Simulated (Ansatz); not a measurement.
Start from `CB(N)CCl` and change one atom or group to get `BB(C)CCl`.

Ansatz, PBE0-D4/def2-TZVP geometries, multiplicity 1. Each molecule was computed in one conformer, which needn't be the lowest.

```
                                        property  `CB(N)CCl`
           HOMO–LUMO gap (B3LYP/def2-TZVPP) / eV        7.42
             LUMO energy (B3LYP/def2-TZVPP) / eV       -0.15
size of the dipole moment (B3LYP/def2-TZVPP) / D        2.88
              HOMO energy (PBE0/def2-TZVPP) / eV       -7.81
           HOMO energy (ωB97M-V/def2-TZVPP) / eV      -10.10
  size of the dipole moment (PBE/def2-TZVPP) / D        2.85
```

Problem. What does the change do to each property? (Estimate.)

Solution. The calculation gave: 
```json
{"property": "HOMO–LUMO gap (B3LYP/def2-TZVPP) / eV", "`BB(C)CCl`": "6.15", "shift": "-1.27"}
{"property": "LUMO energy (B3LYP/def2-TZVPP) / eV", "`BB(C)CCl`": "-1.60", "shift": "-1.45"}
{"property": "size of the dipole moment (B3LYP/def2-TZVPP) / D", "`BB(C)CCl`": "2.42", "shift": "-0.46"}
{"property": "HOMO energy (PBE0/def2-TZVPP) / eV", "`BB(C)CCl`": "-7.95", "shift": "-0.14"}
{"property": "HOMO energy (ωB97M-V/def2-TZVPP) / eV", "`BB(C)CCl`": "-10.23", "shift": "-0.13"}
{"property": "size of the dipole moment (PBE/def2-TZVPP) / D", "`BB(C)CCl`": "2.36", "shift": "-0.49"}
```

With PBE0 the HOMO falls by 0.14 eV and the LUMO falls by 1.50 eV, so the gap narrows by about 1.36 eV. PBE moves the HOMO by -0.20 eV and ωB97M-V by -0.13 eV. Dipoles are sizes alone; their direction can turn.

B3LYP here is the variant with VWN-RPA as its local correlation; programs differ in this.
